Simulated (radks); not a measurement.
The lead ion Pb+, configuration [Xe] 4f14 5d10 6s1 6p2 (not the ground configuration).

Method: scalar-relativistic Kohn-Sham, LDA (Slater exchange, Perdew-Wang correlation), spin-polarised, spherical densities, finite nucleus; open shells are filled with parallel spins first (spin-orbit coupling, left out, can overturn this in heavy ions); Fermi nuclear charge, rms radius 5.5012 fm; computed with a radial shooting solver on a logarithmic mesh with Libxc functionals.

Energy parts (eV):
total: -567746.91
kinetic: 641054.29
electron-nucleus: -1416581.46
Hartree: 217982.45
exchange-correlation: -10202.19

Orbitals (lengths in bohr, moments of r in powers of bohr; <r^-3> diverges for s and p1/2; r(max) is where P^2 peaks):
\begin{tabular}{lrrrrrr}
orbital & occ. & eigenvalue (eV) & <r^-3> & <r^2> & r(max) & <1/r> \\ \hline
1s up & 1 & -88014.50 & - & 0.0003579 & 0.009855 & 101.2 \\
1s down & 1 & -88014.44 & - & 0.0003579 & 0.009855 & 101.2 \\
2s up & 1 & -15753.04 & - & 0.005429 & 0.05721 & 23.77 \\
2s down & 1 & -15753.02 & - & 0.005429 & 0.05721 & 23.77 \\
2p up & 3 & -13525.68 & 29530 & 0.004620 & 0.04762 & 20.90 \\
2p down & 3 & -13525.64 & 29530 & 0.004620 & 0.04762 & 20.90 \\
3s up & 1 & -3788.476 & - & 0.03492 & 0.1613 & 8.810 \\
3s down & 1 & -3788.443 & - & 0.03492 & 0.1613 & 8.810 \\
3p up & 3 & -3149.462 & 6849 & 0.03615 & 0.1614 & 7.976 \\
3p down & 3 & -3149.428 & 6849 & 0.03615 & 0.1614 & 7.976 \\
3d up & 5 & -2494.781 & 832.4 & 0.02994 & 0.1314 & 7.487 \\
3d down & 5 & -2494.750 & 832.4 & 0.02994 & 0.1314 & 7.487 \\
4s up & 1 & -864.2090 & - & 0.1669 & 0.3625 & 3.797 \\
4s down & 1 & -864.1573 & - & 0.1669 & 0.3625 & 3.797 \\
4p up & 3 & -654.6168 & 1687 & 0.1912 & 0.3825 & 3.413 \\
4p down & 3 & -654.5595 & 1687 & 0.1912 & 0.3825 & 3.413 \\
4d up & 5 & -411.4330 & 181.2 & 0.2146 & 0.3884 & 3.069 \\
4d down & 5 & -411.3690 & 181.2 & 0.2146 & 0.3884 & 3.069 \\
4f up & 7 & -142.7403 & 36.73 & 0.2468 & 0.3493 & 2.675 \\
4f down & 7 & -142.6696 & 36.73 & 0.2467 & 0.3492 & 2.676 \\
5s up & 1 & -153.7991 & - & 0.8153 & 0.7881 & 1.601 \\
5s down & 1 & -153.6617 & - & 0.8144 & 0.7882 & 1.602 \\
5p up & 3 & -95.4826 & 316.0 & 1.077 & 0.8809 & 1.368 \\
5p down & 3 & -95.2927 & 316.8 & 1.072 & 0.8808 & 1.370 \\
5d up & 5 & -30.8382 & 21.31 & 1.974 & 1.073 & 1.009 \\
5d down & 5 & -30.2681 & 21.82 & 1.917 & 1.070 & 1.020 \\
6s up & 1 & -21.3591 & - & 5.532 & 1.938 & 0.5749 \\
6s down & 0 & -19.5604 & - & 5.487 & 1.913 & 0.5817 \\
6p up & 2 & -11.6188 & 28.48 & 9.425 & 2.468 & 0.4345 \\
6p down & 0 & -9.7661 & 27.36 & 10.10 & 2.470 & 0.4252 \\
\end{tabular}

The highest occupied level is 6p up at -11.619 eV. The configuration is held as typed, so some empty levels lie below it. The spin density at the nucleus is 283.3 e/bohr^3 (1s 0.4, 2s 0.4, 3s 0.2, 4s -0.2, 5s -0.7, 6s 283.2). The density falls to 0.001 e/bohr^3 at r = 4.39 bohr. Spin moment in Bohr magnetons: 3.
